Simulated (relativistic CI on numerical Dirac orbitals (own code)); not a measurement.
## Pm24+: q coefficients and field-shift factors

Calculated at this level of theory: Dirac-Coulomb-Breit CI, orbitals from a KLI potential per configuration, derivatives by finite differences, unscaled Slater integrals, QED left out (own radial code, finite nucleus).

CI space (outside the closed core [Ar] 3d10): 4s²4p⁶4d, 4s²4p⁵4d², 4s²4p⁶4f, 4s4p⁶4d², 4s²4p⁵4d4f, 4s4p⁶4d4f. Double excitations out of closed p, d and f shells are left out; levels of such configurations are missing from the list, as are those of other unlisted configurations, and high levels can miss mixing partners.

With x = (α/α₀)² − 1 an excitation energy changes as ω = ω₀ + qx; K = 2q/ω₀ is the relative enhancement. Terms are leading LS components, so labels can repeat. The field-shift factor is F = δν/δ⟨r²⟩ for the transition from the lowest level.

Lowest level 4s²4p⁶4d ²D3/2.

```
            Level  ω₀ (cm⁻¹)  q (cm⁻¹)  F (GHz/fm²)
   4s²4p⁶4d ²D5/2      49983     50070        0.735
 4s²4p⁵4d² ⁴D°1/2     843603     33380         3.58
 4s²4p⁵4d² ⁴D°3/2     848288     29980         3.55
 4s²4p⁵4d² ⁴F°5/2     866715     34910         3.59
 4s²4p⁵4d² ⁴G°7/2     881048     29820         3.16
 4s²4p⁵4d² ⁴D°5/2     889857     63330         3.94
 4s²4p⁵4d² ⁴D°7/2     902864     77010         3.84
 4s²4p⁵4d² ⁴G°9/2     905369     72000         3.66
 4s²4p⁵4d² ⁴P°3/2     913912     44300         3.31
 4s²4p⁵4d² ²D°3/2     919865     71160         4.08
 4s²4p⁵4d² ⁴P°5/2     920547     75870         4.14
4s²4p⁵4d² ⁴G°11/2     921633     85970         3.83
 4s²4p⁵4d² ²G°7/2     938094     70330         4.23
 4s²4p⁵4d² ⁴P°1/2     946241     78860         3.88
 4s²4p⁵4d² ²F°7/2     959516     78710          4.3
 4s²4p⁵4d² ²D°5/2     961103     86590         4.34
 4s²4p⁵4d² ⁴F°9/2     966922     95290         4.54
4s²4p⁵4d² ²H°11/2     969800    102900         4.23
 4s²4p⁵4d² ²D°3/2     972058     79500         4.03
 4s²4p⁵4d² ²D°5/2     976319    112800         4.54
 4s²4p⁵4d² ²F°7/2     980701    110300         4.47
 4s²4p⁵4d² ²F°5/2     997043     82040         4.14
 4s²4p⁵4d² ²G°9/2    1003186     98210         4.58
```

At this charge energies of transitions that change n are usually good to better than 1 %, and those within a shell (Δn = 0) to a few per cent.

**Question.** Which transition from the lowest level has the largest |K|?

**Answer.** 4s²4p⁶4d ²D5/2 at 49983 cm⁻¹, K = 2.
